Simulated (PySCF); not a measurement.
GeH4Se, SMILES [GeH3][SeH].

Geometry optimised at B3LYP-D3(BJ)/def2-TZVP.

All values below come from TDDFT-B3LYP/def2-SVPD run with PySCF.

Vertical excitations. Isolated molecule, no solvent. State labels are in the subgroup Cs.

```json
[
 {"state": "S1", "symmetry": "A\"", "energy (eV)": "4.71", "λ (nm)": "263", "f": "0.009", "main pairs": "HOMO→LUMO 97 %"},
 {"state": "S2", "symmetry": "A\"", "energy (eV)": "5.12", "λ (nm)": "242", "f": "0.021", "main pairs": "HOMO→LUMO+1 97 %"},
 {"state": "S3", "symmetry": "A\"", "energy (eV)": "6.26", "λ (nm)": "198", "f": "0.001", "main pairs": "HOMO→LUMO+2 95 %"},
 {"state": "S4", "symmetry": "A\"", "energy (eV)": "6.46", "λ (nm)": "192", "f": "0.003", "main pairs": "HOMO→LUMO+3 96 %"},
 {"state": "S5", "symmetry": "A'", "energy (eV)": "6.60", "λ (nm)": "188", "f": "0.002", "main pairs": "HOMO→LUMO+4 83 %, HOMO−1→LUMO 15 %"},
 {"state": "S6", "symmetry": "A\"", "energy (eV)": "6.91", "λ (nm)": "179", "f": "0.003", "main pairs": "HOMO→LUMO+5 91 %"},
 {"state": "S7", "symmetry": "A\"", "energy (eV)": "7.00", "λ (nm)": "177", "f": "0.018", "main pairs": "HOMO→LUMO+6 92 %"},
 {"state": "S8", "symmetry": "A'", "energy (eV)": "7.15", "λ (nm)": "173", "f": "0.068", "main pairs": "HOMO−1→LUMO+1 90 %"},
 {"state": "S9", "symmetry": "A'", "energy (eV)": "7.19", "λ (nm)": "172", "f": "0.207", "main pairs": "HOMO→LUMO+7 74 %, HOMO−1→LUMO 15 %"},
 {"state": "S10", "symmetry": "A'", "energy (eV)": "7.44", "λ (nm)": "167", "f": "0.219", "main pairs": "HOMO−1→LUMO 50 %, HOMO→LUMO+7 17 %, HOMO→LUMO+4 11 %, HOMO−2→LUMO 9 %"},
 {"state": "T1", "symmetry": "A\"", "energy (eV)": "4.32", "λ (nm)": "287", "f": "0", "main pairs": "HOMO→LUMO 97 %"},
 {"state": "T2", "symmetry": "A\"", "energy (eV)": "4.75", "λ (nm)": "261", "f": "0", "main pairs": "HOMO→LUMO+1 91 %"},
 {"state": "T3", "symmetry": "A'", "energy (eV)": "5.95", "λ (nm)": "208", "f": "0", "main pairs": "HOMO−1→LUMO 91 %"},
 {"state": "T4", "symmetry": "A\"", "energy (eV)": "6.01", "λ (nm)": "206", "f": "0", "main pairs": "HOMO→LUMO+2 85 %"}
]
```
Triplets are in the Tamm–Dancoff approximation, which puts them higher than full response would, so one can lie above its singlet here.
